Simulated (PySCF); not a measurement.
Species: C7H10NP.
SMILES: `CC#CP(C)CCC#N`

Torsions of this conformer, `[CH3:1][C:2]#[C:3][P:4]([CH3:5])[CH2:6][CH2:7][C:8]#[N:9]`: C3–P4–C6–C7 -68°, P4–C6–C7–C8 180°.

The closed-shell ground state was solved at several levels (PySCF, density fitting, gas phase, non-relativistic). The structure is a single PBE0-D3(BJ)/def2-SVP conformer in the gas phase; no vibrational or solvent corrections.

```json
{"level": "wB97X-D/pcSseg-1", "basis functions": "210", "total energy (Eh)": "-668.6276", "HOMO (eV)": "-8.58", "LUMO (eV)": "1.54", "gap (eV)": "10.12", "dipole (D)": "4.36"}
{"level": "PBE0/pcSseg-1", "basis functions": "210", "total energy (Eh)": "-668.2191", "HOMO (eV)": "-6.77", "LUMO (eV)": "-0.20", "gap (eV)": "6.57", "dipole (D)": "4.34"}
```

Question: What might wB97X-D/def2-SVPD (264 basis functions) give for the same quantities?

Answer: Total energy -668.3485 Eh, HOMO -8.54 eV, LUMO 1.50 eV, gap 10.04 eV, dipole 4.44 D.

Question: Over all these levels, which gives the widest orbital gap and which the narrowest?

Answer: wB97X-D/pcSseg-1 (range-separated hybrid) has the widest, 10.12 eV, and PBE0/pcSseg-1 (global hybrid, 25 % exact exchange) the narrowest, 6.57 eV. The two share the basis. From the narrowest to the widest the HOMO moves by -1.81 eV and the LUMO by +1.74 eV.

Question: How far do the dipole and the HOMO energy spread over the levels?

Answer: The dipole runs from 4.34 to 4.44 D (mean 4.38 D) and the HOMO from -8.58 to -6.77 eV.

The pairwise dispersion term of wB97X-D wasn't added to the energies; at a given geometry it leaves orbitals and properties as they are.
